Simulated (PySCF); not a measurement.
Labels have come off several samples. The candidates:

A. `O=C1CC=C1CCl`
B. `CNN`
C. `[H]/N=C/C#N`

Spectrum 1. ¹³C{¹H} NMR (computed): δ 189.0 (C), 165.6 (CH), 158.8 (C), 48.5 (CH2), 44.9 (CH2).

Spectrum 2. ¹³C{¹H} NMR (computed): δ 150.0 (CH), 120.5 (C).

Spectrum 3. ¹³C{¹H} NMR (computed): δ 43.3 (CH3).

No relativistic terms, a single conformation, averaged over atoms made equivalent by symmetry, fast rotation or ring inversion, gas phase. PBE0/pcSseg-1 with gauge-including orbitals; geometry: GFN2-xTB; couplings computed with B3LYP/pcJ-1; PySCF 2.14.

Shifts are taken against calculated references (same method and geometry level): ¹³C (186.93 ppm) vs TMS. Shifts are as computed. Against solution values, carbons near 30 ppm lie about +3 ppm off and those near 130 ppm about +5 ppm; carbons on Cl a further +6 ppm. Of 1211 compounds with measured shifts, 218 miss one by over three times the rms of a fit or turn the order of signals round; such compounds aren't used in these exercises. Carbons bonded to Cl come out too deshielded.

**Question.** Which spectrum belongs to which compound?

**Answer.** 1–A, 2–C, 3–B.

- Spectrum 1 (A): 5 ¹³C signals; δC 189.0 is a ketone carbonyl carbon; δC 165.6 is a β carbon of a C=C–C=O unit.
- Spectrum 2 (C): 2 ¹³C signals; δC 120.5 is a nitrile carbon; δC 150.0 is a C=N carbon.
- Spectrum 3 (B): a single ¹³C signal, at 43.3 ppm (methyl carbon bonded to N).
